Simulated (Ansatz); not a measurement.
C3H8OSi (`C/C([SiH3])=C\O`) at its PBE0-D4/def2-TZVP geometry, where that method's forces vanish. Charge 0, multiplicity 1.

```xyz
13

C     0.7430    0.8167    1.1032
C     0.0347    0.0367    0.0340
Si   -1.2596   -1.2041    0.4914
C     0.3036    0.2031   -1.2623
O     1.2320    1.0845   -1.7139
H     1.4847    1.4969    0.6833
H     1.2528    0.1483    1.8042
H     0.0346    1.4081    1.6920
H    -0.7013   -2.2683    1.3731
H    -1.8029   -1.8354   -0.7428
H    -2.3794   -0.5676    1.2414
H    -0.2132   -0.3655   -2.0322
H     1.2708    1.0466   -2.6715
```

**Question.** What forces (eV/Å) does ωB97M-V/def2-TZVPP give on these atoms in Ansatz 0.2.0? (Estimate.)

**Answer.** Ansatz gave: 
```
C1   0.137  0.151  0.186
C2  -0.084 -0.101 -0.242
Si3 -0.132 -0.126  0.063
C4  -0.267 -0.253  0.163
O5   0.189  0.174 -0.159
H6  -0.053 -0.048  0.039
H7  -0.035  0.050 -0.060
H8   0.054 -0.042 -0.052
H9  -0.058  0.123 -0.102
H10  0.066  0.075  0.129
H11  0.130 -0.066 -0.088
H12  0.042  0.046  0.056
H13  0.012  0.017  0.067
```
